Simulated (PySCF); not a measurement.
Computed IR spectrum (relative IR intensity) of a molecule C₆H₅Cl. The structure is a stationary point at PBE0-D3(BJ)/def2-SVP. Other conformers were not sampled. Calculation: PBE0-D3(BJ)/def2-SVP run with PySCF 2.14.0. Frequencies are harmonic and unscaled.

| ν (cm⁻¹) | relative intensity |
|---|---|
| 425 | 6.4 |
| 488 | 15 |
| 714 | 52 |
| 724 | 41 |
| 764 | 88 |
| 930 | 4.6 |
| 1015 | 13 |
| 1056 | 15 |
| 1097 | 16 |
| 1128 | 76 |
| 1484 | 12 |
| 1516 | 100 |
| 1669 | 7.0 |
| 1673 | 47 |
| 3217 | 9.6 |
| 3229 | 12 |
| 3236 | 3.7 |
| 3238 | 2.3 |

Pick the molecule that these values belong to.
A) Clc1ccccc1
B) C#C/C=C(\Cl)C=C
C) C=C=C(Cl)C#CC
D) C#CCC(Cl)=C=C

A, Clc1ccccc1
